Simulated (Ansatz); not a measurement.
# Cost against result

Saddle point of Ge₄H₁₀ClF, singlet (Ge₄H₉F ([F][Ge]([GeH3])([GeH3])[GeH3]) + HCl → Ge₄H₈ClF ([F][GeH2][Ge]([Cl])([GeH3])[GeH3]) + H₂; bonds formed: Ge1–Cl7, Ge2–F5, H6–H10; bonds broken: Ge1–F5, Ge2–H10, H6–Cl7), PBE0-D4/def2-TZVP structure:

Ge1  (-0.207, -0.272, -0.057)
Ge2  (-0.504, 2.060, 0.137)
Ge3  (0.218, -1.175, -2.263)
Ge4  (-0.381, -1.602, 1.958)
F5  (-2.057, 0.291, -0.264)
H6  (1.620, 1.870, 0.420)
Cl7  (2.268, 0.180, 0.341)
H8  (-1.102, 2.707, 1.395)
H9  (-0.749, 2.956, -1.087)
H10  (1.227, 2.654, 0.444)
H11  (1.290, -2.266, -2.159)
H12  (-1.087, -1.759, -2.825)
H13  (0.714, -0.036, -3.164)
H14  (0.700, -2.689, 1.935)
H15  (-1.777, -2.239, 2.022)
H16  (-0.172, -0.680, 3.168)
(Å)

Barriers are electronic and count from the start structure reached by relaxing down the imaginary mode.

Program: Ansatz 0.2.0. Basis: as named in each row. Cores are frozen in the correlated methods. Filled d shells of the heavier atoms are correlated. The def2 sets are not built for correlating such inner shells, so the correlated values are less sure here. B3LYP uses VWN-RPA correlation. Extrapolation: Hartree–Fock as exp(−7.88 √X), correlation as X^−2.97.

Times are rough, for one single point on 4 threads of a shared host (AMD EPYC 7R13), with one NVIDIA H100 (or a share of it) where marked.

The estimate by CCSD(T) at an estimated basis limit (MP2 extrapolated from triple and quadruple zeta, plus CCSD(T) − MP2 in triple zeta) is 32.33 kcal/mol.

| method | basis | time (s) | barrier (kcal/mol) | method less estimate |
| --- | --- | --- | --- | --- |
| HF | STO-3G | 1 | 78.32 | 46.00 |
| PBE-D4 | STO-3G | 2 | 30.64 | -1.68 |
| SPW92 | def2-SVP | 2 | 18.00 | -14.33 |
| PBE0-D4 | def2-TZVPP | 2 (H100) | 28.28 | -4.05 |
| PBE-D4 | def2-SVP | 3 | 22.05 | -10.28 |
| BHLYP-D4 | def2-TZVPP | 3 (H100) | 34.59 | 2.26 |
| r2SCAN-D4 | def2-TZVPP | 3 (H100) | 26.49 | -5.84 |
| CAM-B3LYP-D4 | def2-TZVPP | 3 (H100) | 32.12 | -0.21 |
| r2SCAN0-D4 | def2-TZVPP | 3 (H100) | 30.55 | -1.78 |
| BLYP-D4 | def2-TZVPP | 3 (H100) | 24.32 | -8.01 |
| B97M-V | def2-TZVPP | 3 (H100) | 30.24 | -2.09 |
| wB97X-V | def2-TZVPP | 4 (H100) | 32.86 | 0.53 |
| PBE-D4 | def2-TZVPP | 4 (H100) | 22.61 | -9.71 |
| B3LYP-D4 | def2-TZVPP | 4 (H100) | 28.89 | -3.43 |
| SPW92 | def2-TZVPP | 4 (H100) | 18.63 | -13.69 |
| B3LYP-D4 | 6-31G | 4 | 21.74 | -10.59 |
| wB97M-V | def2-TZVPP | 4 (H100) | 30.89 | -1.44 |
| B2PLYP | def2-TZVPP | 5 (H100) | 31.47 | -0.85 |
| PBE-QIDH | def2-TZVPP | 5 (H100) | 32.24 | -0.08 |
| RPA on PBE | def2-TZVPP | 6 (H100) | 35.46 | 3.14 |
| PBE0-D4 | def2-SVP | 6 | 27.61 | -4.72 |
| CCSD(T) | def2-SVP | 8 (H100) | 39.41 | 7.09 |
| MP2 | def2-QZVPP | 10 (H100) | 31.16 | -1.16 |
| wB97M-V | def2-SVP | 17 | 30.32 | -2.00 |
| CCSD(T) | def2-TZVPP | 34 (H100) | 35.37 | 3.04 |

All methods are single points on the PBE0-D4 structures.

The T1 diagnostic stays at or below 0.013.

Labels in which every atom is bracketed show which atoms are joined, not bond orders.
